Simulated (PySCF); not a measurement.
Compound: C2H8AlBiO.
Structure used (PBE0-D3(BJ)/def2-SVP), in Å, numbered top down from 1:
```xyz
13
C2H8AlBiO angstrom
C     -2.3600    1.0218    0.6701
O     -1.2987    0.1386    0.7880
Al    -0.1175   -0.5468   -0.2360
C      1.3368   -1.4852    0.6291
Bi     2.8127    0.2798    0.6792
H     -3.2691    0.6049    1.1407
H     -2.1406    1.9777    1.1812
H     -2.6131    1.2609   -0.3813
H     -0.2749   -0.4342   -1.8115
H      1.1861   -1.7974    1.6726
H      1.8280   -2.2882    0.0617
H      3.4077   -0.0725   -0.9815
H      1.5056    1.3261   -0.0640
```

Method: PBE0-D3(BJ)/def2-SVP geometry optimisation, gas phase, def2 core potentials past Kr in PySCF 2.14.0.

Which atoms are bound to Al3, and at what distances?

3 atoms: H9 1.587 Å, O2 1.707 Å, C4 1.935 Å. The nearest atom not counted as bound is H13, at 2.48 Å.

List the angles at Al3.

| angle | degrees | distance of the outer atoms (Å) |
| --- | --- | --- |
| C4–Al3–H9 | 123.6 | 3.11 |
| O2–Al3–H9 | 119.9 | 2.85 |
| O2–Al3–C4 | 116.5 | 3.10 |

What is the shape at Al3?

Planar: angles 123.6°, 119.9° and 116.5°, sum 360.0°, 0.02 Å off the plane of its three neighbours.

Which atoms are bound to Bi5, and at what distances?

3 atoms: H12 1.799 Å, H13 1.832 Å, C4 2.301 Å. The nearest atom not counted as bound is H11, at 2.82 Å (others tie with it).

List the angles at Bi5.

```tsv
angle	degrees	distance of the outer atoms (Å)
C4–Bi5–H12	92.4	2.98
H12–Bi5–H13	88.5	2.53
C4–Bi5–H13	88.4	2.90
```

What is the shape at Bi5?

Pyramidal: angles 92.4°, 88.5° and 88.4°, sum 269.2°, 1.13 Å off the plane of its three neighbours. The Bi–H distances aren't all alike: 1.799 to 1.832 Å.

What are the other bond lengths?

C1–O2 1.386 Å; C1–H6, C1–H7, C1–H8 1.106 Å; C4–H10, C4–H11 1.099 Å.

Give some angles away from the centre.

C1–O2–Al3 137.3°, Al3–C4–Bi5 96.9°.

What are the rotational constants (commonest isotopes, rigid rotor)?

A = 4910, B = 658.5, C = 613.5 MHz: a near-prolate asymmetric top.

Point group: C1 (no symmetry element, even within 0.4 Å). Charge 0, singlet. Not checked by PBE0-D3(BJ)/def2-SVP frequencies.

Hardware: one thread of an Intel Xeon Platinum 8259CL at 2.50 GHz, shared host with 48 logical CPUs at a one-minute load of 41. Cost: 5.9 min, 0.55 GiB resident at most. These figures are those of the optimisation.

One conformer stands for the species.
